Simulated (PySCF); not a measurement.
# How the method moves the HOMO and LUMO of nitrosobenzene

Nitrosobenzene, C6H5NO.
Z-matrix (Å and degrees, PBE0-D3(BJ)/def2-SVP geometry), rows numbered from 1:
```
O 
N   1  1.2017
C   2  1.4339  1  115.34
C   3  1.3956  2  115.64  1  -179.80
C   4  1.3922  3  119.46  2   179.89
C   5  1.3950  4  119.54  3     0.02
C   6  1.4004  5  120.73  4     0.01
C   7  1.3874  6  120.00  5    -0.02
H   4  1.0924  3  118.21  2    -0.07
H   5  1.0921  4  120.32  3  -179.98
H   6  1.0928  5  119.68  4  -180.00
H   7  1.0926  6  119.84  5   179.98
H   8  1.0919  3  118.35  2     0.10
```

Basis pcSseg-1 throughout (PySCF), one geometry. The structure is a single PBE0-D3(BJ)/def2-SVP conformer in the gas phase; no vibrational or solvent corrections.

Question: How do the orbital energies, the gap and the dipole change with the method?

Answer: 
```tsv
method	kind	HOMO (eV)	LUMO (eV)	gap (eV)	μ (D)	SCF cycles
B97-D	GGA	-4.77	-3.67	1.10	3.81	17
BP86	GGA	-4.87	-3.86	1.01	3.79	17
KT3	GGA	-4.94	-3.64	1.30	3.65	18
B97-2	global hybrid	-6.22	-2.85	3.37	3.75	14
PBE0	global hybrid	-6.53	-2.79	3.73	3.73	14
mPW1PW91	global hybrid	-6.58	-2.82	3.76	3.75	14
BHandHLYP	global hybrid	-8.26	-1.63	6.64	3.75	14
wB97X-D	range-separated hybrid	-8.56	-1.07	7.49	3.68	15
```

The HOMO spans 3.79 eV, from B97-D down to wB97X-D, and the gap runs from 1.01 eV (BP86) to 7.49 eV (wB97X-D). Over the methods B97-D (0 %), BP86 (0 %), KT3 (0 %), B97-2 (21 %), PBE0 (25 %), mPW1PW91 (25 %), BHandHLYP (50 %), a straight line through the gap against the share of exact exchange rises by 1.09 eV for each 10 % (correlation coefficient 0.999). The dipole ranges from 3.65 D (KT3) to 3.81 D (B97-D). This basis has no diffuse functions.

The vertical ΔSCF ionisation energy at CAM-B3LYP/def2-SVPD is 8.70 eV; −ε(HOMO) comes closest to it with wB97X-D (8.56 eV).
